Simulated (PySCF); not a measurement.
C₃H₈N₂Si, SMILES C[Si@]1(N)C=NC1. Geometry optimised at PBE0-D3(BJ)/def2-SVP. The structure was generated by enumeration; whether it is a known compound was not checked. The values are those of a single conformer.

These are PySCF 2.14.0 with PBE0-D3(BJ)/def2-SVP values and carry that method's errors.

Harmonic wavenumbers (cm⁻¹): 113, 136, 150, 212, 237, 275, 349, 376, 491, 650, 665, 696, 775, 784, 821, 865, 909, 915, 982, 1138, 1181, 1260, 1280, 1418, 1427, 1430, 1540, 1650, 3057, 3071, 3126, 3131, 3159, 3171, 3625, 3728. Rotational constants (GHz): 4.387, 2.390, 2.069; symmetry number 1.

Problem. Work out the zero-point energy and the ideal-gas rigid-rotor harmonic-oscillator thermochemistry at 298.15 K and 1 atm.

Solution. ZPE = ½ Σ hcν = ½ × 48796 cm⁻¹ = 291.86 kJ/mol. H − E(el) = 315.85 kJ/mol. Entropy in J/(mol K): translation 166.20, rotation 113.37, vibration 81.51, total 361.08. G − E(el) = 208.19 kJ/mol. Cp = 130.37 J/(mol K). Modes under 150 cm⁻¹ make the vibrational entropy uncertain.
